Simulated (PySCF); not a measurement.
C3H7BN2, SMILES C=C1CNB1N. Atoms are numbered in the order given.

```xyz
13

C      1.2817    -1.7194     0.0000
C      0.3248    -0.7784     0.0000
C     -1.2081    -0.9075     0.0000
N     -1.3301     0.5593     0.0000
B      0.0859     0.7925     0.0000
N      0.8792     1.9599     0.0000
H      2.3514    -1.4500     0.0000
H      1.0481    -2.7993     0.0000
H     -1.6281    -1.4106    -0.9040
H     -1.6281    -1.4106     0.9040
H     -2.2056     1.0793     0.0000
H      1.8958     1.9197     0.0000
H      0.5024     2.9060     0.0000
```

Geometry optimised at PBE-D3(BJ)/def2-SVP. This is a generated structure with no PubChem entry under its InChIKey; it may be hypothetical. Other conformers were not sampled.

Calculation: KT2/pcSseg-1 in PySCF.

GIAO shieldings, no solvent; atoms listed in one row are averaged. δ = σ(ref) − σ: ¹³C against TMS (σ = 185.1 ppm); ¹⁵N against NH3 (σ = 266.2 ppm); ¹¹B against BF3 (σ = 89.8 ppm); ¹H against TMS (σ = 31.47 ppm), references at their B3LYP-D3(BJ)/def2-TZVP geometries, non-relativistic.

| nucleus | atoms | count | δ (ppm) |
|---|---|---|---|
| ¹³C | C2 | 1 | 153.5 |
| ¹³C | C1 | 1 | 112.9 |
| ¹³C | C3 | 1 | 61.6 |
| ¹⁵N | N4 | 1 | 93.5 |
| ¹⁵N | N6 | 1 | 58.6 |
| ¹¹B | B5 | 1 | 11.1 |
| ¹H | H7 | 1 | 5.74 |
| ¹H | H8 | 1 | 5.66 |
| ¹H | H9, H10 | 2 | 4.59 |
| ¹H | H11 | 1 | 3.19 |
| ¹H | H12 | 1 | 2.69 |
| ¹H | H13 | 1 | 2.53 |
